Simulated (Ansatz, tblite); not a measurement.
Forces on Na4⁻ at its PBE0/def2-TZVPD geometry. Charge -1, multiplicity 2.

The xTB rows come from tblite. At PBE/def2-TZVPD the highest occupied level of the charge -1 doublet lies above zero (up to 0.25 eV). By energy differences its removal costs 1.05 eV (vertical, to the charge 0 singlet, at PBE/def2-TZVPD); a positive level beside a positive removal energy at the same level points to self-interaction error. The structure comes from a short search, and lower isomers may exist.

GFN2-xTB (tblite), largest force 0.28 eV/Å:

```xyz
4
positions Å, forces eV/Å
Na   -1.767   -0.799   -2.307    0.075   -0.065    0.041
Na    0.546   -0.248    0.425    0.066   -0.029    0.053
Na    3.021   -1.299    2.428   -0.210    0.089   -0.169
Na   -1.800    2.347   -0.545    0.070    0.005    0.076
```

PBE/def2-TZVPD (Ansatz), largest force 0.03 eV/Å:

```
Na 0.008 0.016 0.017
Na -0.004 0.003 -0.002
Na -0.012 0.005 -0.011
Na 0.009 -0.023 -0.004
```
